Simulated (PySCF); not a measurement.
PySCF 2.14 output of an unrestricted wB97X calculation on a single atom or ion in x2c-QZVPPall with one added diffuse shell each of s, p, d, f type (12s8p5d4f, 89 functions), with scalar relativity by spin-free X2C-1e:

```
SCF conv_tol = 1e-09
number electrons alpha = 11  beta = 10
    J.-D. Chai and M. Head-Gordon.,  J. Chem. Phys. 128, 084106 (2008)
cycle= 1 E= -680.433499377187  delta_E= -0.00787  |g|= 0.0165  |ddm|= 0.353
cycle= 2 E= -680.433863866025  delta_E= -0.000364  |g|= 0.00559  |ddm|= 0.0584
cycle= 3 E= -680.433955266437  delta_E= -9.14e-05  |g|= 0.00247  |ddm|= 0.0341
cycle= 4 E= -680.43401267326  delta_E= -5.74e-05  |g|= 0.00141  |ddm|= 0.0331
cycle= 5 E= -680.434046493163  delta_E= -3.38e-05  |g|= 0.000741  |ddm|= 0.0287
cycle= 6 E= -680.434057219578  delta_E= -1.07e-05  |g|= 0.000307  |ddm|= 0.0318
cycle= 7 E= -680.434058928519  delta_E= -1.71e-06  |g|= 9.26e-05  |ddm|= 0.025
cycle= 8 E= -680.434059004727  delta_E= -7.62e-08  |g|= 7.86e-05  |ddm|= 0.00141
cycle= 9 E= -680.434059084407  delta_E= -7.97e-08  |g|= 7.7e-05  |ddm|= 0.00238
cycle= 10 E= -680.434059082421  delta_E= 1.99e-09  |g|= 7.71e-05  |ddm|= 7.05e-05
cycle= 11 E= -680.434058995917  delta_E= 8.65e-08  |g|= 0.000203  |ddm|= 0.0126
cycle= 12 E= -680.434059193688  delta_E= -1.98e-07  |g|= 5.23e-05  |ddm|= 0.00957
cycle= 13 E= -680.43405922233  delta_E= -2.86e-08  |g|= 1.73e-05  |ddm|= 0.0022
cycle= 14 E= -680.434059224615  delta_E= -2.29e-09  |g|= 6.81e-06  |ddm|= 0.000524
cycle= 15 E= -680.43405922502  delta_E= -4.05e-10  |g|= 3.87e-07  |ddm|= 0.000293
converged SCF energy = -680.43405922502  <S^2> = 0.75116825  2S+1 = 2.0011679
```

The run itself started from symmetry-adapted Hartree-Fock orbitals and held the occupation by maximum overlap, on a logarithmic radial grid, so the iterations belong to that start.

**Question.** Which element, charge and spin multiplicity is this?

**Answer.** Ca⁻ (calcium, charge -1), multiplicity 2; the state was [Ar] 3d1 4s2, 2D determinant.

The configuration of this anion was assumed by filling the next shell in order. It is not the known or likely ground configuration (Ca⁻, Sr⁻ and Ba⁻, for instance, bind a p electron), so these values are not the electron affinity of the element. At wB97X the highest occupied level has a positive energy, so only the finite basis holds that electron.
